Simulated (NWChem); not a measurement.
SnSiH₄S, singlet; SMILES [SiH3][Sn][SH]

```xyz
7

Sn     0.7203    -0.1746     0.0001
S     -1.3121    -1.5229     0.0002
H     -0.6941    -2.7267    -0.0034
Si    -0.7939     2.0245     0.0001
H     -2.2673     1.7566     0.0268
H     -0.4906     2.8457    -1.2193
H     -0.4522     2.8770     1.1874
```
Atoms are numbered in this order, from 1.

Low-valent species are run as closed-shell singlets; no triplet was tried in these runs. Structure relaxed at the PBE0/def2-SVP level. def2 effective core potentials on Sn; no spin-orbit coupling.

Task: List the 6 lowest vertical singlet excitations from PBE0/def2-SVP with def2 effective core potentials on Sn, TDA (NWChem).

Result: 
```tsv
state	energy (eV)	oscillator strength	leading excitation (squared amplitude)
S1	2.47	0.007	HOMO → LUMO (0.99)
S2	4.00	0.010	HOMO−2 → LUMO (0.98)
S3	4.22	0.034	HOMO−1 → LUMO (0.82)
S4	4.93	0.081	HOMO → LUMO+1 (0.81)
S5	5.67	0.003	HOMO−3 → LUMO (0.99)
S6	5.71	0.008	HOMO−1 → LUMO+1 (0.99)
```
